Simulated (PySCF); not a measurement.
## Deuteron quadrupole couplings in `FCC[C@]1(F)COCC[SiH2]1`

Compound: C6H12F2OSi.
Z-matrix (Å and degrees, GFN2-xTB geometry), rows numbered from 1:
```
F 
C   1  1.3784
C   2  1.5196  1  110.10
C   3  1.5268  2  111.97  1   -71.51
F   4  1.4050  3  106.41  2   -64.62
C   4  1.5334  3  109.87  2   179.71
O   6  1.4009  4  115.26  3  -179.49
C   7  1.4091  6  115.24  4    69.74
C   8  1.5292  7  113.03  6   -74.10
Si  9  1.9005  8  109.91  7    58.68
H   2  1.0941  1  106.48  3   121.04
H   2  1.0933  1  106.86  3  -121.08
H   3  1.0905  2  109.12  1    49.52
H   3  1.0930  2  108.21  1   167.75
H   6  1.0949  4  109.46  3    62.73
H   6  1.1023  4  107.93  3   -55.72
H   8  1.1018  7  109.76  6    49.20
H   8  1.0940  7  104.63  6   165.44
H   9  1.0886  8  109.24  7  -178.16
H   9  1.0902  8  108.10  7   -61.68
H  10  1.4656  4  107.76  3    45.87
H  10  1.4581  4  109.25  3   -79.90
```

Level: PBE0/pcSseg-1 (PySCF, non-relativistic); Q(2H) = 0.00286 b; rigid geometry, the same for H and D, with no vibrational averaging.

**Question.** Rank these positions by the coupling χzz of a deuteron there, largest first.
A. H21 (Si–H hydrogen)
B. H14 (methylene hydrogen)
C. H12 (methylene hydrogen)
D. H17 (methylene hydrogen)
E. H19 (methylene hydrogen)
F. H20 (methylene hydrogen)

**Answer.** E (214 kHz), F (210 kHz), B (202 kHz), C (193 kHz), D (188 kHz), A (109 kHz).

**Question.** Give the electric field gradient Vzz (the principal value of largest size), its asymmetry and the 2H coupling at each hydrogen.

**Answer.** 
```
atom  bonded to  bond length (Å)  Vzz (au)     η  χzz (kHz)
 H11         C2            1.094    0.2903  0.08        195
 H12         C2            1.093    0.2865  0.08        193
 H13         C3            1.091    0.3033  0.04        204
 H14         C3            1.093    0.2999  0.04        202
 H15         C6            1.095    0.2914  0.07        196
 H16         C6            1.102    0.2777  0.07        187
 H17         C8            1.102    0.2795  0.07        188
 H18         C8            1.094    0.2940  0.05        198
 H19         C9            1.089    0.3181  0.03        214
 H20         C9            1.090    0.3120  0.02        210
 H21       Si10            1.466    0.1624  0.03        109
 H22       Si10            1.458    0.1669  0.02        112
```

**Question.** Average by the element that carries the hydrogen.

**Answer.** on C: 198 kHz over 10 positions, mean bond length 1.094 Å; on Si: 111 kHz over 2 positions, mean bond length 1.462 Å.

**Question.** How does χzz go with the bond length over the 10 C–H bonds?

**Answer.** A straight-line fit has a slope of -17.5 kHz for each 0.01 Å, with a correlation coefficient of -0.90, over lengths from 1.089 to 1.102 Å. The longer bonds have the smaller couplings here.

**Question.** Give the 2H NMR doublet splittings at H20 for a magnetic field along the z, y and x axes of the gradient: 3χ/2, 3χ(1 + η)/4, 3χ(1 − η)/4.

**Answer.** With |χ| = 209.6 kHz and η = 0.024: 314, 161 and 153 kHz, to first order and without motion.

One conformer (not necessarily the lowest) at the GFN2-xTB geometry, without solvent, vibrations or thermal averaging. GFN2-xTB bond lengths can be off by several hundredths of an ångström, more for odd bonds, and the gradients follow them. These gradients aren't converged with respect to the basis.
